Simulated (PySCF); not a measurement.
CH₅ClF₂Si₂, SMILES F[Si@@](Cl)(CF)[SiH3].

Geometry: B3LYP-D3(BJ)/def2-SVP. The structure was generated by enumeration; whether it is a known compound was not checked. The values are those of a single conformer.

These are B3LYP-D3(BJ)/def2-SVP (PySCF) values and carry that method's errors.

Frequencies are harmonic and unscaled.

```tsv
mode	ν (cm⁻¹)	IR (km/mol)	Raman (Å⁴/amu)	depolarisation	moving atoms (share of kinetic energy)
1	57	3.6	0.2	0.62	F 58 %, Si 25 %, H 13 %
2	96	2.8	0.4	0.68	F 48 %, H 18 %, Si 13 %, Cl 13 %, C 8 %
3	108	2.0	1.4	0.70	Cl 33 %, Si 29 %, F 20 %, H 15 %
4	120	0.2	0.1	0.71	H 86 %
5	164	8.7	0.7	0.73	H 26 %, Si 25 %, F 21 %, C 18 %, Cl 10 %
6	216	5.9	2.0	0.43	F 63 %, Cl 19 %, Si 11 %
7	231	19.6	3.2	0.50	F 39 %, Si 27 %, H 18 %, C 12 %
8	311	13.0	2.6	0.36	F 42 %, Cl 26 %, C 12 %, Si 12 %
9	409	17.1	14.7	0.08	Si 55 %, H 14 %, Cl 14 %, C 9 %
10	511	32.8	10.2	0.75	H 74 %, Si 18 %
11	526	11.1	11.1	0.67	H 76 %, Si 15 %
12	599	139.5	1.4	0.75	Si 66 %, Cl 18 %, H 12 %
13	708	28.5	5.1	0.29	C 40 %, Si 27 %, H 25 %
14	770	61.6	1.8	0.75	H 55 %, C 28 %, Si 12 %
15	875	193.7	3.8	0.72	H 72 %, Si 18 %, F 9 %
16	904	48.0	2.8	0.63	Si 37 %, F 37 %, H 24 %
17	938	43.6	21.6	0.75	H 97 %
18	943	67.6	23.0	0.74	H 92 %
19	1049	66.1	3.7	0.75	C 51 %, F 42 %
20	1227	4.4	7.3	0.75	H 91 %
21	1301	1.5	2.3	0.09	H 74 %, C 25 %
22	1444	6.1	12.2	0.73	H 94 %
23	2222	42.6	207.2	0.02	H 99 %
24	2235	77.1	118.1	0.52	H 96 %
25	2242	70.5	123.6	0.63	H 96 %
26	3030	10.0	133.1	0.10	H 95 %
27	3091	9.9	96.9	0.70	H 90 %, C 10 %
```
